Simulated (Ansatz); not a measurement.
Steps of a relaxation of `CO[SiH2][SiH](O)F` with RKS PBE0-D4/def2-TZVP.

```sh
$ ansatz run in.yaml --threads 2 --pin off --events-out ev --progress --plain --max-ram 22528MiB --backend cuda --devices 0, --max-vram 18GiB
```

```yaml
crystal:
  periodic: [false, false, false]
  atoms:
    - {symbol: C, position_ang: [-1.024570, 0.802000, 2.227150]}
    - {symbol: O, position_ang: [-0.779940, 0.260550, 0.967490]}
    - {symbol: Si, position_ang: [0.609360, 0.323220, 0.127270]}
    - {symbol: Si, position_ang: [0.042710, -0.805060, -1.759010]}
    - {symbol: O, position_ang: [1.451110, -1.492310, -2.175650]}
    - {symbol: F, position_ang: [-0.301440, 0.197590, -2.990650]}
    - {symbol: H, position_ang: [-2.061460, 0.596820, 2.494600]}
    - {symbol: H, position_ang: [-0.860210, 1.881570, 2.221930]}
    - {symbol: H, position_ang: [-0.363740, 0.355930, 2.973420]}
    - {symbol: H, position_ang: [1.033510, 1.727650, -0.051530]}
    - {symbol: H, position_ang: [1.706850, -0.270720, 0.913700]}
    - {symbol: H, position_ang: [-1.063780, -1.751910, -1.893240]}
    - {symbol: H, position_ang: [1.611620, -1.825320, -3.055490]}
basis:
  gaussian: {orbitals: def2-TZVP}
hamiltonian: {xc: pbe0, dispersion: d4}
relax: {f_tol: 0.005, max_steps: 150}
```

Positions (Å) and forces (eV/Å) along the path, 11 of 22 steps:

```xyz
13
step=1 energy=-23710.0246 eV
C    -1.025    0.802    2.227    0.044    0.104    0.161
O    -0.780    0.261    0.967   -0.705   -0.250   -0.043
Si    0.609    0.323    0.127    0.148    0.431    0.796
Si    0.043   -0.805   -1.759    0.118    0.278   -2.002
O     1.451   -1.492   -2.176    0.702   -0.339    0.228
F    -0.301    0.198   -2.991   -0.085    0.082    0.477
H    -2.061    0.597    2.495   -0.015    0.032    0.078
H    -0.860    1.882    2.222   -0.048    0.167    0.084
H    -0.364    0.356    2.973    0.020   -0.042    0.184
H     1.034    1.728   -0.052    0.041    0.263   -0.313
H     1.707   -0.271    0.914    0.256   -0.335    0.026
H    -1.064   -1.752   -1.893   -0.389   -0.287    0.482
H     1.612   -1.825   -3.055   -0.088   -0.103   -0.160
13
step=2 energy=-23710.2023 eV
C    -1.055    0.841    2.299    0.066    0.095    0.144
O    -0.838    0.273    1.037   -0.227   -0.207   -0.251
Si    0.550    0.308    0.175    0.403    0.148   -0.139
Si    0.170   -0.801   -1.849   -0.604    0.155   -0.721
O     1.545   -1.530   -2.340    0.209   -0.078    0.108
F    -0.262    0.240   -3.020    0.124   -0.221    0.474
H    -2.089    0.649    2.591   -0.001    0.002    0.000
H    -0.891    1.923    2.282   -0.009    0.034    0.014
H    -0.392    0.401    3.051    0.008   -0.008    0.040
H     0.966    1.711   -0.135    0.016   -0.029    0.123
H     1.665   -0.369    0.899   -0.007    0.058    0.078
H    -0.996   -1.734   -1.773    0.164   -0.028   -0.023
H     1.626   -1.914   -3.217   -0.141    0.079    0.152
13
step=4 energy=-23710.2378 eV
C    -1.047    0.829    2.274    0.054    0.041    0.045
O    -0.830    0.267    1.004   -0.189   -0.053    0.006
Si    0.577    0.320    0.163    0.117    0.003   -0.075
Si    0.124   -0.802   -1.854   -0.043    0.261   -0.283
O     1.527   -1.510   -2.300    0.107   -0.057    0.009
F    -0.293    0.259   -2.999    0.015   -0.172    0.251
H    -2.081    0.635    2.564   -0.001   -0.002   -0.006
H    -0.886    1.913    2.266    0.003   -0.001   -0.007
H    -0.385    0.384    3.026    0.004   -0.002   -0.006
H     1.000    1.728   -0.098   -0.004   -0.008    0.011
H     1.683   -0.339    0.920   -0.021   -0.007   -0.001
H    -1.009   -1.765   -1.802    0.040   -0.008    0.004
H     1.618   -1.919   -3.163   -0.081    0.005    0.052
13
step=7 energy=-23710.2555 eV
C    -1.041    0.847    2.255    0.018    0.029    0.024
O    -0.876    0.283    0.975   -0.003   -0.021   -0.024
Si    0.561    0.302    0.171   -0.017    0.009    0.007
Si    0.142   -0.784   -1.866   -0.053   -0.042   -0.022
O     1.575   -1.399   -2.363    0.003    0.012   -0.014
F    -0.406    0.272   -2.943    0.012   -0.009    0.020
H    -2.073    0.685    2.573   -0.002    0.000   -0.005
H    -0.845    1.926    2.244   -0.005   -0.006    0.001
H    -0.373    0.380    2.989   -0.004   -0.003   -0.010
H     1.030    1.703   -0.044    0.012   -0.001   -0.002
H     1.615   -0.402    0.957   -0.001   -0.009    0.004
H    -0.901   -1.848   -1.813    0.040    0.034    0.014
H     1.593   -1.966   -3.136    0.001    0.007    0.008
13
step=8 energy=-23710.2570 eV
C    -1.041    0.863    2.251    0.006    0.021    0.023
O    -0.892    0.297    0.970    0.012   -0.006   -0.013
Si    0.552    0.285    0.176    0.000   -0.003    0.001
Si    0.141   -0.793   -1.866   -0.027    0.005   -0.028
O     1.592   -1.346   -2.393   -0.079   -0.031   -0.045
F    -0.460    0.264   -2.915    0.024   -0.057    0.032
H    -2.073    0.719    2.574    0.004   -0.001   -0.009
H    -0.826    1.939    2.240   -0.006   -0.012   -0.004
H    -0.377    0.384    2.981   -0.008   -0.001   -0.008
H     1.055    1.676   -0.031    0.006   -0.016    0.000
H     1.582   -0.447    0.971   -0.007    0.003    0.004
H    -0.861   -1.896   -1.813    0.060    0.046   -0.002
H     1.608   -1.944   -3.144    0.015    0.052    0.048
13
step=9 energy=-23710.2586 eV
C    -1.043    0.878    2.244   -0.012    0.007    0.011
O    -0.897    0.309    0.962    0.026    0.011   -0.004
Si    0.555    0.267    0.184   -0.009    0.023    0.005
Si    0.138   -0.799   -1.862    0.021   -0.016   -0.062
O     1.598   -1.299   -2.419   -0.120   -0.008   -0.013
F    -0.519    0.240   -2.896    0.041   -0.071    0.074
H    -2.080    0.751    2.560    0.014    0.003   -0.006
H    -0.809    1.949    2.234   -0.004   -0.016   -0.002
H    -0.391    0.385    2.975   -0.010    0.005   -0.004
H     1.094    1.646   -0.016   -0.002   -0.024    0.004
H     1.559   -0.485    0.996   -0.015   -0.001   -0.020
H    -0.820   -1.940   -1.797    0.044    0.050   -0.005
H     1.615   -1.903   -3.165    0.024    0.037    0.024
13
step=13 energy=-23710.2629 eV
C    -1.055    0.929    2.226   -0.005   -0.006    0.004
O    -0.897    0.354    0.949    0.051   -0.005   -0.010
Si    0.570    0.211    0.211   -0.029    0.006    0.015
Si    0.137   -0.846   -1.834    0.027    0.053   -0.130
O     1.604   -1.188   -2.486   -0.113   -0.016   -0.018
F    -0.674    0.147   -2.803    0.067   -0.090    0.083
H    -2.109    0.859    2.505    0.028    0.006   -0.006
H    -0.763    1.986    2.226   -0.003   -0.014    0.006
H    -0.459    0.400    2.980   -0.014    0.016   -0.016
H     1.207    1.547    0.011   -0.007   -0.022    0.015
H     1.500   -0.610    1.043   -0.012    0.020   -0.003
H    -0.705   -2.070   -1.743    0.016    0.010   -0.013
H     1.644   -1.720   -3.285   -0.005    0.043    0.073
13
step=16 energy=-23710.2644 eV
C    -1.053    0.941    2.223    0.002    0.001    0.003
O    -0.899    0.349    0.953   -0.005   -0.002   -0.008
Si    0.565    0.193    0.216   -0.001   -0.005   -0.005
Si    0.134   -0.853   -1.837    0.000    0.000    0.023
O     1.601   -1.146   -2.502    0.001    0.004   -0.004
F    -0.715    0.124   -2.781   -0.001    0.003   -0.004
H    -2.110    0.902    2.493    0.003    0.001   -0.001
H    -0.734    1.989    2.215    0.000   -0.003    0.000
H    -0.477    0.405    2.986   -0.002    0.003    0.002
H     1.216    1.523    0.028    0.000    0.004   -0.003
H     1.486   -0.634    1.050    0.000   -0.005   -0.002
H    -0.668   -2.103   -1.755    0.002    0.000   -0.002
H     1.655   -1.690   -3.290    0.001   -0.002   -0.002
13
step=18 energy=-23710.2646 eV
C    -1.054    0.952    2.219    0.001    0.006    0.006
O    -0.901    0.350    0.954   -0.006   -0.004   -0.003
Si    0.564    0.178    0.222    0.003    0.003    0.001
Si    0.133   -0.861   -1.833   -0.004   -0.015   -0.002
O     1.600   -1.113   -2.516    0.002    0.009    0.005
F    -0.750    0.104   -2.759    0.004    0.000   -0.001
H    -2.113    0.935    2.481    0.006    0.000   -0.002
H    -0.713    1.994    2.209   -0.001   -0.006    0.000
H    -0.495    0.409    2.990   -0.002    0.002   -0.002
H     1.229    1.501    0.036    0.000    0.000    0.001
H     1.474   -0.661    1.057    0.000    0.000   -0.001
H    -0.637   -2.132   -1.755    0.004    0.008    0.001
H     1.662   -1.655   -3.304   -0.005   -0.003   -0.003
13
step=19 energy=-23710.2646 eV
C    -1.054    0.953    2.219    0.002    0.002    0.001
O    -0.901    0.349    0.954   -0.004   -0.003   -0.002
Si    0.563    0.177    0.222    0.003   -0.002    0.003
Si    0.134   -0.862   -1.833   -0.004    0.001    0.005
O     1.600   -1.110   -2.518    0.009    0.002   -0.001
F    -0.752    0.102   -2.757   -0.002    0.002   -0.006
H    -2.113    0.939    2.479   -0.002    0.000    0.000
H    -0.710    1.994    2.208    0.001    0.001    0.000
H    -0.497    0.409    2.991    0.001   -0.001    0.000
H     1.229    1.500    0.039   -0.001    0.000   -0.002
H     1.474   -0.663    1.056    0.001   -0.001    0.002
H    -0.634   -2.134   -1.755    0.000   -0.001    0.001
H     1.661   -1.653   -3.305   -0.003   -0.001   -0.001
13
step=22 energy=-23710.2646 eV
C    -1.053    0.954    2.218    0.000    0.000    0.000
O    -0.902    0.346    0.955    0.000    0.000    0.000
Si    0.563    0.174    0.224    0.000    0.001    0.002
Si    0.134   -0.863   -1.832    0.000   -0.001   -0.003
O     1.600   -1.105   -2.520    0.000    0.001    0.002
F    -0.757    0.098   -2.754    0.000    0.000    0.000
H    -2.114    0.949    2.476    0.000    0.000    0.000
H    -0.703    1.992    2.206    0.000    0.000    0.000
H    -0.503    0.408    2.993    0.000    0.000    0.000
H     1.228    1.497    0.040    0.000    0.000    0.000
H     1.473   -0.666    1.058    0.000    0.000    0.000
H    -0.628   -2.139   -1.755    0.000    0.000    0.000
H     1.661   -1.646   -3.309    0.000    0.000   -0.001
```

It took 41 s on 2 threads of an AMD EPYC 7R13 on a shared host and a share of an NVIDIA H100 80 GB, with 0.91 GiB of host memory at the peak.
